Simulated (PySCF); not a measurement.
# Frontier orbitals and the lowest excitations

Species: C5H9FO3.
Geometry (GFN2-xTB, Å), atoms numbered from 1 in this order:
```
atom  x, y, z in Å
C1     2.472    0.657   -0.224
C2     1.570   -0.569   -0.245
C3     0.095   -0.186   -0.270
F4    -0.155    0.577   -1.425
O5    -0.222    0.600    0.814
C6    -1.608    0.843    0.921
O7    -2.339   -0.345    0.915
C8    -2.054   -1.059   -0.249
O9    -0.673   -1.326   -0.366
H10    3.514    0.347   -0.223
H11    2.289    1.273   -1.101
H12    2.275    1.250    0.665
H13    1.753   -1.179   -1.130
H14    1.720   -1.182    0.643
H15   -1.764    1.330    1.884
H16   -1.931    1.499    0.092
H17   -2.553   -2.026   -0.181
H18   -2.397   -0.499   -1.138
```

Level of theory: TDDFT PBE0/def2-SVPD, vertical, gas phase, core orbitals frozen in the response (PySCF 2.14.0, density-fitted response routines).

Frontier orbitals with the atoms that hold most of them (Löwdin shares over 4%, at most four atoms; ? is withheld):

| orbital | ε (eV) | atoms |
| --- | --- | --- |
| HOMO-3 | -9.86 | O9 18%, O5 17%, C1 10%, C6 7% |
| HOMO-2 | -9.24 | O7 27%, O5 22%, O9 19%, F4 5% |
| HOMO-1 | -8.91 | ? |
| HOMO | ? | ? |
| LUMO | 0.70 | C6 13%, C8 12%, F4 7%, O7 7% |
| LUMO+1 | 1.15 | C1 17%, H10 10%, O7 9%, C2 9% |
| LUMO+2 | 1.39 | O9 16%, H17 11%, O5 10%, O7 9% |

Problem. Which atoms hold the HOMO-1, and with what shares?

Solution. O9 (bonded to 2 C) 40%; O5 (bonded to 2 C) 35%; F4 (bonded to C) 7%; C8 (bonded to 2 O and 2 H) 4%. By element: oxygen 74% or more, fluorine 7%, carbon 4% or more.

Problem. Give the leading atoms of the HOMO.

Solution. O7 (bonded to 2 C) 44%; C8 (bonded to 2 O and 2 H) 9%; C6 (bonded to 2 O and 2 H) 8%; O9 (bonded to 2 C) 8%. By element: oxygen 52% or more, carbon 17% or more.

Problem. What is the HOMO energy, and the HOMO–LUMO gap?

Solution. ε(HOMO) = -8.51 eV; the gap is 9.22 eV (0.3387 hartree).

Problem. How does S1 compare with the orbital gap of 9.22 eV?

Solution. S1 is at 8.03 eV (f = 0.0052), 1.18 eV below the gap, made of HOMO→LUMO (89%), HOMO→LUMO+1 (8%). 

Problem. Give energy, strength and leading configuration of S1, S2 and S4, and follow the Löwdin shares of the leading atoms from the occupied to the empty orbital.

Solution. 
- S1 (8.03 eV, f 0.0052), HOMO→LUMO (89%): O7 44% → 7%, C8 9% → 12%, C6 8% → 13%
- S2 (8.45 eV, f 0.0001), HOMO-1→LUMO (92%): O9 40% → at most 8%, O5 35% → at most 8%, C6 at most 5% → 13%, C8 4% → 12%
- S4 (8.80 eV, f 0.038), HOMO-2→LUMO (81%): O7 27% → 7%, O5 22% → at most 8%, C6 at most 5% → 13%, C8 at most 5% → 12%

On one thread of an Arm Neoverse V1, shared host with 32 logical CPUs at a one-minute load of 16, this took 60 s wall and 1.0 GiB of memory at its peak.

One conformer stands for the species.
